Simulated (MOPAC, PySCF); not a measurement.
[Hf(Br)4], neutral singlet in the gas phase. 

Z-matrix (Å, degrees):
```
Hf
Br 1 2.4855
Br 1 2.4855 2 109.50
Br 1 2.4856 2 109.43 3 -119.93
Br 1 2.4858 2 109.45 4 -120.02
```
Charge 0, spin multiplicity 1.

All levels are single points at this geometry (TPSS-D3(BJ)/def2-SVP); Pople sets use spherical d functions. Orbital energies aren't observables, and empty levels follow the basis.

PBE-D3(BJ)/def2-TZVP in PySCF gives dipole (D) = 0.00.

Estimate the dipole (D) from each of these levels: TPSSh-D3(BJ)/def2-TZVP in PySCF; PBE/6-31G* (LANL2DZ on Hf) in PySCF; HF/6-31G* (LANL2DZ on Hf) in PySCF; PM6 in MOPAC; PM7 in MOPAC.


| level | dipole (D) |
|---|---|
| TPSSh-D3(BJ)/def2-TZVP in PySCF | 0.00 |
| PBE/6-31G* (LANL2DZ on Hf) in PySCF | 0.00 |
| HF/6-31G* (LANL2DZ on Hf) in PySCF | 0.00 |
| PM6 in MOPAC | 0.00 |
| PM7 in MOPAC | 0.00 |
